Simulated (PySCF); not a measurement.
**Molecular orbitals of RbBr**

PBE0 at R = 2.948 Å; basis Rb x2c-TZVPall, Br x2c-TZVPall; spin-free X2C with a Gaussian nucleus; PySCF 2.14. State: ¹Σ⁺ (singlet), closed shell. Only the outer orbitals are listed, counted within each symmetry.

| orbital | occ. | ε (eV) | on Rb (%) | main shells (%) |
| --- | --- | --- | --- | --- |
| 13σ | 2 | -34.97 | 100 | 100 Rb s |
| 14σ | 2 | -18.84 | 25 | 74 Br s, 25 Rb p |
| 7π | 2 | -17.95 | 100 | 100 Rb p |
| 7π | 2 | -17.95 | 100 | 100 Rb p |
| 15σ | 2 | -17.50 | 76 | 75 Rb p, 24 Br s |
| 16σ | 2 | -5.94 | 7 | 93 Br p |
| 8π | 2 | -5.72 | 4 | 96 Br p |
| 8π | 2 | -5.72 | 4 | 96 Br p |
| 17σ | 0 | -1.36 | 99 | 82 Rb s, 16 Rb p |
| 9π | 0 | -0.11 | 100 | 82 Rb p, 18 Rb d |
| 9π | 0 | -0.11 | 100 | 82 Rb p, 18 Rb d |

Problem. Which are the highest filled and the lowest empty level, where do they sit, and how wide is the gap?

Solution. Highest filled 8π at -5.72 eV (in %: 96 Br p); lowest empty 17σ at -1.36 eV (in %: 82 Rb s, 16 Rb p); the gap at PBE0 is 4.36 eV.

The bond order (Mayer) is 0.56. The ⟨S²⟩ is 0.000, the charge on Rb (Mulliken, basis-dependent) is 0.71 and the charge on Rb (Löwdin, basis-dependent) is 0.42. The dipole moment (positive dipole means Rb(−)Br(+)) is -10.65 D. The polarisability along the bond is 61.2 bohr³. The polarisability across the bond is 39.5 bohr³.
